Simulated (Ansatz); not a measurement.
Geometry optimisation, Ansatz, RKS PBE/def2-SVP.

input.yaml

```yaml
crystal:
  periodic: [false, false, false]
  atoms:
    - { symbol: B, position_ang: [-0.31345, 0.67555, -0.36995] }
    - { symbol: C, position_ang: [0.19554, -0.43193, 0.24962] }
    - { symbol: Se, position_ang: [0.85716, -1.84628, 1.00617] }
    - { symbol: H, position_ang: [-0.42891, 0.2167, 0.86398] }
basis:
  gaussian: { orbitals: def2-SVP }
hamiltonian:
  xc: pbe
relax:
  f_tol: 0.02
  max_steps: 50
output:
  orbitals: {}
```

Run as:

```bash
$ ansatz run input.yaml --threads 1 --pin off --max-ram 2048MiB --backend cpu --events-out ev --progress --plain --runs-dir out
```

Where does it end, and by what steps?

The run converged. After 15 steps the energy has fallen by 1.672 eV; B1 moved furthest, 0.92 Å. Parted: B1–H4. Joined: B1–Se3.

```json
{"step": "0", "energy less start (eV)": "0.0000", "largest force component (eV/Å)": "4.421", "accepted": "yes"}
{"step": "1", "energy less start (eV)": "-0.4815", "largest force component (eV/Å)": "2.487", "accepted": "yes"}
{"step": "2", "energy less start (eV)": "-0.7722", "largest force component (eV/Å)": "0.589", "accepted": "yes"}
{"step": "3", "energy less start (eV)": "-0.8247", "largest force component (eV/Å)": "0.513", "accepted": "yes"}
{"step": "4", "energy less start (eV)": "-0.8832", "largest force component (eV/Å)": "0.619", "accepted": "yes"}
{"step": "5", "energy less start (eV)": "-0.9579", "largest force component (eV/Å)": "0.959", "accepted": "yes"}
{"step": "6", "energy less start (eV)": "-1.1417", "largest force component (eV/Å)": "1.017", "accepted": "yes"}
{"step": "7", "energy less start (eV)": "-1.3008", "largest force component (eV/Å)": "1.151", "accepted": "yes"}
{"step": "8", "energy less start (eV)": "-1.4530", "largest force component (eV/Å)": "0.790", "accepted": "yes"}
{"step": "9", "energy less start (eV)": "-1.6229", "largest force component (eV/Å)": "0.972", "accepted": "yes"}
{"step": "10", "energy less start (eV)": "-1.6536", "largest force component (eV/Å)": "0.518", "accepted": "yes"}
{"step": "11", "energy less start (eV)": "-1.6679", "largest force component (eV/Å)": "0.245", "accepted": "yes"}
{"step": "12", "energy less start (eV)": "-1.6662", "largest force component (eV/Å)": "0.364", "accepted": "no"}
{"step": "13", "energy less start (eV)": "-1.6712", "largest force component (eV/Å)": "0.038", "accepted": "yes"}
{"step": "14", "energy less start (eV)": "-1.6711", "largest force component (eV/Å)": "0.071", "accepted": "no"}
{"step": "15", "energy less start (eV)": "-1.6716", "largest force component (eV/Å)": "0.017", "accepted": "yes"}
```

```xyz
4
Properties=species:S:1:pos:R:3
B 0.374 0.178 -0.738
C -0.227 -0.146 0.599
Se 1.034 -1.474 0.422
H -0.871 0.056 1.468
```

Time of the run: 18 s on 1 thread of Intel(R) Xeon(R) Platinum 8488C (Sapphire Rapids), on a shared host, peak memory 0.15 GiB.
